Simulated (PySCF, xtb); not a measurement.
C10H7N3, SMILES C12=CC=NC3=NC=CC(N23)=CC=C1.

Harmonic wavenumbers (cm⁻¹) from GFN2-xTB (xtb 6.7.1) at its own minimum, in rising order: 97, 127, 205, 219, 419, 426, 437, 444, 458, 465, 476, 555, 632, 659, 661, 750, 753, 760, 782, 807, 812, 826, 827, 900, 907, 923, 1064, 1066, 1081, 1103, 1132, 1141, 1142, 1180, 1213, 1259, 1260, 1335, 1351, 1374, 1378, 1477, 1485, 1561, 1564, 1592, 1595, 3064, 3064, 3093, 3119, 3121, 3124, 3126.

Task: What does B3LYP-D3(BJ)/def2-SVP (PySCF 2.14.0) give at its own minimum? (The exact figures need the calculation; the answer reports its results.)

Result: 106, 142, 212, 244, 439, 476, 478, 481, 491, 502, 504, 598, 654, 689, 722, 751, 779, 780, 824, 830, 858, 858, 860, 997, 1002, 1010, 1023, 1067, 1071, 1115, 1127, 1160, 1166, 1188, 1259, 1308, 1319, 1341, 1391, 1437, 1449, 1534, 1563, 1635, 1635, 1683, 1685, 3146, 3146, 3190, 3219, 3222, 3226, 3227. Paired by order, the mean absolute difference is 47 cm⁻¹ and the zero-point energies are 92.1 and 95.5 kcal/mol.
